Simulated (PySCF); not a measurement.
# Working out the ionisation energy of Xe

Xe [Xe] (1S) → Xe⁺ [Kr] 4d10 5s2 5p5 (2P). Computed with PySCF 2.14 in cc-pVTZ-PP with ECP28MDF (5s4p3d1f, 39 functions), with scalar relativity through the core potential. Frozen: 4s2 4p6 4d10. Energies in hartree (1 hartree = 27.21139 eV):

```
            part   Xe (lower)  Xe⁺ (upper)
             UHF  -328.298663  -327.875506
CCSD correlation    -0.161089    -0.135524
             (T)    -0.004859    -0.003634
```

What does Hartree-Fock give?

(-327.875506) − (-328.298663) = 0.423157 hartree = 11.515 eV.

What do CCSD and CCSD(T) give?

The CCSD correlation energies differ by 0.025565 hartree = 0.696 eV and the triples by 0.001225 hartree = 0.033 eV, so CCSD gives 12.211 eV and CCSD(T) 12.244 eV.

Measured between the centres of the two terms (NIST): 12.565 eV, so CCSD(T) (valence) is off by -0.321 eV.

What remains against the reference includes basis incompleteness, the frozen core and higher excitations.
